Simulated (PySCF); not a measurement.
Computed IR spectrum (relative IR intensity) of a molecule C₂H₉ClOSi₂. Geometry: PBE-D3(BJ)/def2-SVP. The values are those of a single conformer. Method: PBE-D3(BJ)/def2-SVP (PySCF 2.14.0). Frequencies are harmonic and unscaled.

Lines under 2 % of the strongest are left out, and lines within 2 cm⁻¹ are merged.

| ν (cm⁻¹) | relative intensity |
|---|---|
| 275 | 3.5 |
| 482 | 5.7 |
| 488 | 4.9 |
| 580 | 5.3 |
| 714 | 8.2 |
| 749 | 30 |
| 836 | 43 |
| 857 | 25 |
| 873 | 67 |
| 918 | 36 |
| 938 | 40 |
| 1042 | 100 |
| 1217 | 9.4 |
| 1219 | 9.2 |
| 2159 | 30 |
| 2176 | 34 |
| 2188 | 29 |

Question: Identify the compound among the candidates.
A. C[C@H](O)[SiH2][SiH2]Cl
B. C[SiH2]O[Si@@H](C)Cl
C. CO[Si@@H](C)[SiH2]Cl
D. C[SiH](C)[Si@H](O)Cl

Answer: B, C[SiH2]O[Si@@H](C)Cl
